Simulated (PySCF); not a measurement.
Delta-SCF ions had no search for a lower state. Excitations are Tamm–Dancoff values on a coarser integration grid. The basis has no diffuse functions, so Rydberg states are missing or too high.

**C₇H₁₂BN, SMILES `N#C[C@@H]1[C@@H](CCCC1)B` (charge 0, multiplicity 1)**

Calculation: TPSSh-D3(BJ)/def2-TZVP // PBE0-D3(BJ)/def2-SVP run with PySCF.

| Property | Value |
|---|---|
| HOMO | -7.84 eV |
| dipole moment | 0.885 e·Å |
| HOMO–LUMO gap | 5.85 eV |
| LUMO | -1.99 eV |
| S1 excitation (TDA) | 5.30 eV |
| S1 oscillator strength | 0.001 |
| T1 excitation (TDA) | 4.85 eV |
| S1–T1 gap (TDA) | 0.44 eV |
| vertical ionisation energy (Delta-SCF) | 10.00 eV |
| total energy | -353.7192 Ha |
| cost | very roughly 40 core-minutes |

```xyz
21

B      2.6119    -0.0396    -0.0022
C      1.0834     0.0542    -0.2936
C      0.3627     1.3262     0.1641
C     -1.0665     1.4058    -0.3619
C     -1.8705     0.1611    -0.0021
C     -1.1824    -1.1067    -0.4913
C      0.2591    -1.2113     0.0324
C      0.2675    -1.4447     1.4792
N      0.2731    -1.5994     2.6268
H      3.2828     0.9656     0.0452
H      3.1573    -1.1170     0.0782
H      1.1523     0.0928    -1.4115
H      0.9423     2.2091    -0.1472
H      0.3454     1.3441     1.2684
H     -1.0408     1.5159    -1.4617
H     -1.5651     2.3073     0.0284
H     -1.9942     0.1065     1.0940
H     -2.8854     0.2209    -0.4257
H     -1.1307    -1.1024    -1.5937
H     -1.7535    -2.0023    -0.2018
H      0.7514    -2.0860    -0.4238
```
